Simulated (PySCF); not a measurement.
Sn(I)(Me) (CH₃ISn), SMILES [CH3][Sn][I] (connectivity only; charge and spin as stated), neutral, multiplicity 1. Atoms are numbered in the order given.

```xyz
6

Sn     0.4040    -1.2554     0.0000
I     -0.0630     1.4929     0.0000
C     -1.7498    -1.7918     0.0000
H     -1.8899    -2.8843     0.0000
H     -2.2356    -1.3589    -0.8897
H     -2.2356    -1.3589     0.8897
```

Geometry: B3LYP-D3(BJ)/def2-SVP. The def2 effective core potentials stand for the cores of I, Sn; spin–orbit coupling is left out.

These are B3LYP-D3(BJ)/def2-SVP run with PySCF values and carry that method's errors.

Frequencies are harmonic and unscaled.

| mode | ν (cm⁻¹) | IR (km/mol) | moving atoms (share of kinetic energy) |
|---|---|---|---|
| 1 | 69 | 0.1 | H 99 % |
| 2 | 126 | 0.4 | C 55 %, H 26 %, I 12 % |
| 3 | 184 | 22.5 | Sn 53 %, I 46 % |
| 4 | 465 | 41.7 | C 71 %, H 18 %, Sn 11 % |
| 5 | 570 | 0.0 | H 88 %, C 12 % |
| 6 | 685 | 9.4 | H 83 %, C 16 % |
| 7 | 1177 | 2.5 | H 82 %, C 18 % |
| 8 | 1417 | 2.9 | H 95 % |
| 9 | 1418 | 10.0 | H 94 % |
| 10 | 3020 | 5.5 | H 98 % |
| 11 | 3122 | 5.3 | H 91 %, C 9 % |
| 12 | 3131 | 10.7 | H 90 %, C 10 % |
